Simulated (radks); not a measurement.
Values are calculated unless marked as measured or tabulated.
Species: Fe3+. Configuration: [Ar] 3d5. Level of theory: scalar-relativistic Kohn-Sham, B86b exchange with PBE correlation, spin-polarised, spherical densities, point nucleus; open shells are filled with parallel spins first (a radial shooting solver on a logarithmic mesh with Libxc functionals).

Normalised radial functions P(r) = r R(r), r in bohr:

r          2p up    4s up
0.004819  0.0127   0.0495
0.006275  0.0208   0.0616
0.008106  0.0334   0.0753
0.01056   0.0542   0.0911
0.01374   0.0874   0.1077
0.01775   0.1374   0.1229
0.02312   0.2160   0.1348
0.02986   0.3290   0.1384
0.03889   0.4956   0.1283
0.05063   0.7231   0.0974
0.06541   1.0036   0.0428
0.08517   1.3376  -0.0383
0.11      1.6618  -0.1302
0.1433    1.9191  -0.2120
0.1865    2.0013  -0.2399
0.241     1.8456  -0.1771
0.3138    1.4517  -0.0100
0.4053    0.9526   0.2046
0.5278    0.4850   0.3711
0.6872    0.1817   0.3583
0.8877    0.0485   0.1275
1.156     0.0077  -0.2570
1.493     0.0007  -0.6058
1.944     0.0000  -0.7687
2.532     0.0000  -0.6695
3.27      0.0000  -0.4150
4.258     0.0000  -0.1686
5.501     0.0000  -0.0438
7.163     0.0000  -0.0059

2p up: eigenvalue -736.78 eV, 0 radial nodes, <r> = 0.236 bohr, 90 % of the charge inside 0.386 bohr. 4s up (empty): eigenvalue -32.027 eV, 3 radial nodes at r = 0.0759, 0.318, 0.975 bohr, <r> = 2.23 bohr, 90 % of the charge inside 3.24 bohr.
